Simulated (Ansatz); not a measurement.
Mulliken charges of C2HF5O (`FC(F)OC(F)(F)F`) from r2SCAN/def2-TZVPP in Ansatz (PBE0-D4/def2-TZVP geometry).

```
atom   x (Å)   y (Å)   z (Å)  charge (e)
  F1  -1.084   0.060   1.386      -0.178
  C2   0.143  -0.415   1.137       0.451
  F3   0.030  -1.729   0.909      -0.175
  O4   0.728   0.224   0.064      -0.265
  C5   0.013   0.458  -1.077       0.569
  F6  -0.735  -0.576  -1.437      -0.154
  F7  -0.780   1.514  -0.945      -0.155
  F8   0.889   0.710  -2.031      -0.154
  H9   0.795  -0.245   1.995       0.062
```

Q: By hand: the dipole of these point charges (1 e Å = 4.8032 D).

A: Σ q r = (0.213, 0.035, 0.281) e Å, of length 0.354 e Å = 1.70 D.

Q: How does the dipole of the full density compare? (An estimate is asked.)

A: Computed: (0.189, 0.028, 0.283) e Å, 1.64 D; the point charges give 1.04 times that, at 4° from its direction.

Point charges leave out the atoms' own dipoles, such as those of lone pairs, and Mulliken's split depends on the basis, so the close match here is no proof of good charges.
